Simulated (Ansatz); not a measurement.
Start from `[F][SbH][SbH2]` and change one atom or group to get `[F][SbH][SiH3]`.

Ansatz, PBE0-D4/def2-TZVP geometries, multiplicity 1. 

Elements past krypton have def2 core potentials.

| property | `[F][SbH][SbH2]` |
| --- | --- |
| HOMO energy (ωB97M-V/def2-TZVPP) / eV | -8.79 |
| HOMO–LUMO gap (PBE/def2-TZVPP) / eV | 3.58 |
| ideal-gas entropy at 298 K and 1 bar (rigid rotor, harmonic PBE0-D4/def2-TZVP) / J/(mol·K) | 347 |
| LUMO energy (PBE/def2-TZVPP) / eV | -2.39 |
| HOMO energy (PBE0/def2-TZVPP) / eV | -6.92 |
| HOMO–LUMO gap (PBE0/def2-TZVPP) / eV | 5.32 |

Q: Give the same properties after the change, and the shifts. (An estimate is asked.)

A: Ansatz gave: 
```csv
property,`[F][SbH][SiH3]`,shift
HOMO energy (ωB97M-V/def2-TZVPP) / eV,-9.33,-0.54
HOMO–LUMO gap (PBE/def2-TZVPP) / eV,3.73,0.15
"ideal-gas entropy at 298 K and 1 bar (rigid rotor, harmonic PBE0-D4/def2-TZVP) / J/(mol·K)",332,-15
LUMO energy (PBE/def2-TZVPP) / eV,-2.57,-0.18
HOMO energy (PBE0/def2-TZVPP) / eV,-7.35,-0.43
HOMO–LUMO gap (PBE0/def2-TZVPP) / eV,5.58,0.26
```

With PBE0 the HOMO falls by 0.43 eV and the LUMO falls by 0.16 eV, so the gap widens by about 0.27 eV. PBE moves the HOMO by -0.33 eV and ωB97M-V by -0.54 eV. The zero-point energy changes by 28.2 kJ/mol with +3 modes.

Spin–orbit coupling is left out; it splits and shifts lone-pair levels of the heavy atoms by tenths of an eV.
